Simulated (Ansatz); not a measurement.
Molecule: C₃H₇Ge, charge 0, multiplicity 2. It need not be the lowest isomer of its formula. SMILES: C=C[CH][GeH3]
Coordinates optimised at B3LYP-D3(BJ)/def2-TZVP (Ansatz, a quantum-chemistry and plane-wave program):
```xyz
11

C     -2.3523     0.1515    -0.5219
C     -1.8199    -0.4506     0.5952
C     -0.4696    -0.5439     0.9059
Ge     0.9859     0.1609    -0.1761
H     -3.4197     0.1804    -0.6886
H     -1.7246     0.6165    -1.2718
H     -2.5236    -0.8929     1.2969
H     -0.1996    -1.0500     1.8257
H      2.3158    -0.1567     0.5271
H      0.8595     1.6869    -0.3508
H      0.9929    -0.4753    -1.5798
```
Charge 0, spin multiplicity 2.

Parts of the frozen-core correlation energy in aug-cc-pVDZ (Ansatz, hartree). Frozen orbitals: 17; correlated occupied orbitals by spin: 12 and 11; virtual: 139 and 140. UHF or UKS for open shells. No spin-orbit coupling. Non-relativistic.

```
term                             value
-------------------------  -----------
reference (HF)             -2192.97293
MP2 opposite-spin                    …
MP2 same-spin                 -0.10790
CCSD correlation                     …
(T)                                  …
T1 diagnostic                    0.026
largest doubles amplitude        0.036
<S^2> of the reference           0.948
```

Question: Complete the blanks.

Answer: 
- MP2 opposite-spin, value: -0.37895
- CCSD correlation, value: -0.55463
- (T), value: -0.02002
